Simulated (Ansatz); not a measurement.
HAlF, SMILES `[F][AlH-]` (lower singlet) (charge -1, multiplicity 1). This singlet lies 1.08 eV below the relaxed triplet at the level composite: frozen-core CCSD(T) with HF/aug-cc-pVQZ and the correlation energy extrapolated as X^-3 from aug-cc-pVTZ and aug-cc-pVQZ, plus CCSDT(Q) minus CCSD(T) in aug-cc-pVDZ // B3LYP-D3(BJ)/def2-TZVPD (Ansatz, a first-principles code).

Z-matrix (Å, degrees):
```
Al
F 1 1.7426
H 1 1.7193 2 98.01
```
Charge -1, spin multiplicity 1.

The restricted HF start is unstable towards unrestricted orbitals.

Question: Give the natural occupations of the active orbitals, the CASSCF energy and the corrected energy for frozen-core fic-MRCISD+Q@CASSCF(2e,2o)/aug-cc-pVTZ // B3LYP-D3(BJ)/def2-TZVPD (Ansatz).

Answer: 
```
Property                       Result
-----------------------  ------------
natural occupations        1.89, 0.11
CASSCF energy            -342.0537 Ha
corrected energy         -342.4055 Ha
weight of the reference         0.923
```
